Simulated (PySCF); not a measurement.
# Spinor energies of Mn (manganese, neutral)

Start: [Ar] 3d5 4s2; 3d3/2 filled at m_j = -3/2, -1/2, +1/2, +3/2; 3d5/2 filled at m_j = +5/2. Calculated with PySCF 2.14 in x2c-SVPall-2c with one added diffuse shell each of s, d type (6s5p4d1f, 48 functions): generalised Hartree-Fock with the X2C-1e Hamiltonian and a Gaussian nucleus; one run each with spin-orbit coupling (SO) switched off, then screened by Boettger's factors.

```json
{"spinor shell": "1s1/2", "electrons": "2", "ε, spin-free (eV)": "-6596.6", "ε, screened SO (eV)": "-6596.5", "weight of nominal j (screened SO)": "1.000", "rms radius, screened SO (bohr)": "0.0704"}
{"spinor shell": "2s1/2", "electrons": "2", "ε, spin-free (eV)": "-803.29", "ε, screened SO (eV)": "-803.29", "weight of nominal j (screened SO)": "1.000", "rms radius, screened SO (bohr)": "0.302"}
{"spinor shell": "2p1/2", "electrons": "2", "ε, spin-free (eV)": "-677.21", "ε, screened SO (eV)": "-684.66", "weight of nominal j (screened SO)": "0.979", "rms radius, screened SO (bohr)": "0.271"}
{"spinor shell": "2p3/2", "electrons": "4", "ε, spin-free (eV)": "-677.21", "ε, screened SO (eV)": "-673.55", "weight of nominal j (screened SO)": "0.989", "rms radius, screened SO (bohr)": "0.274"}
{"spinor shell": "3s1/2", "electrons": "2", "ε, spin-free (eV)": "-105.70", "ε, screened SO (eV)": "-105.70", "weight of nominal j (screened SO)": "1.000", "rms radius, screened SO (bohr)": "0.917"}
{"spinor shell": "3p1/2", "electrons": "2", "ε, spin-free (eV)": "-67.874", "ε, screened SO (eV)": "-68.336", "weight of nominal j (screened SO)": "0.664", "rms radius, screened SO (bohr)": "0.988"}
{"spinor shell": "3p3/2", "electrons": "4", "ε, spin-free (eV)": "-67.874", "ε, screened SO (eV)": "-67.650", "weight of nominal j (screened SO)": "0.832", "rms radius, screened SO (bohr)": "0.991"}
{"spinor shell": "3d3/2", "electrons": "4", "ε, spin-free (eV)": "-17.178", "ε, screened SO (eV)": "-17.192", "weight of nominal j (screened SO)": "0.509", "rms radius, screened SO (bohr)": "1.29"}
{"spinor shell": "3d5/2", "electrons": "1", "ε, spin-free (eV)": "-17.178", "ε, screened SO (eV)": "-17.121", "weight of nominal j (screened SO)": "1.000", "rms radius, screened SO (bohr)": "1.29"}
{"spinor shell": "4s1/2", "electrons": "2", "ε, spin-free (eV)": "-6.868", "ε, screened SO (eV)": "-6.868", "weight of nominal j (screened SO)": "1.000", "rms radius, screened SO (bohr)": "3.65"}
```

```json
{"quantity": "E (hartree)", "spin-free": "-1157.21119", "screened SO": "-1157.22161"}
{"quantity": "M_J", "spin-free": "5/2", "screened SO": "5/2"}
{"quantity": "⟨J²⟩", "spin-free": "8.772", "screened SO": "8.772"}
{"quantity": "⟨L²⟩", "spin-free": "0.000", "screened SO": "0.001"}
{"quantity": "⟨S²⟩", "spin-free": "8.772", "screened SO": "8.771"}
```

Each row is a mean over spinors that exchange with the open shell spreads, by up to 13.793 eV (3p3/2).

Rows whose weight is well below 1 are mixtures of j = l ± 1/2: exchange outweighs spin-orbit coupling there, and the label is only the starting occupation.

Without spin-orbit coupling the j labels of p, d and f shells carry no meaning; the spin-free column gives the mean over the occupied spinors of each nl shell.
